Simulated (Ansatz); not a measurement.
Consider the formal exchange of groups at a C–C bond: `ClCC1=C[SiH2]1` + `CC(C)Cl` → `CC(Cl)CCCl` + `C1=C[SiH2]1`.

Calculated with Ansatz (gas phase, PBE0-D4/def2-TZVP geometries, no zero-point term in ΔE). CBS: MP2 limit from def2 TZ/QZ plus the TZ coupled-cluster correction, frozen cores. Functionals use def2-TZVPP. One conformer a species, not always the lowest.

```
             level  ΔE (kJ/mol)  difference from CCSD(T)/CBS
       LDA (SPW92)         12.5                          3.7
           BLYP-D4         17.4                          8.6
        r2SCANh-D4         12.8                          4.0
           ωB97X-V          9.4                          0.6
            r2SCAN         13.8                          5.0
           r2SCAN0         12.5                          3.7
RPA@PBE/def2-TZVPP          6.9                         -1.9
     CCSD/def2-SVP          7.7                         -1.1
    MP2/def2-TZVPP         11.1                          2.3
    CCSD/CBS(def2)          8.9                          0.1
       CCSD(T)/CBS          8.8                            0
```

Largest T1 diagnostic among the species: 0.013.

Leaving LDA and LC-ωPBE aside and taking each functional with its dispersion term where it has one, the values, not all of them listed here, spread over 8.3 kJ/mol, from ωB97M-V to BLYP-D4. LDA lies −4.3 kJ/mol from PBE without D4. From BLYP to BHLYP (50 % exact exchange), in def2-TZVPP and without D4, ΔE moves by −5.3 kJ/mol.
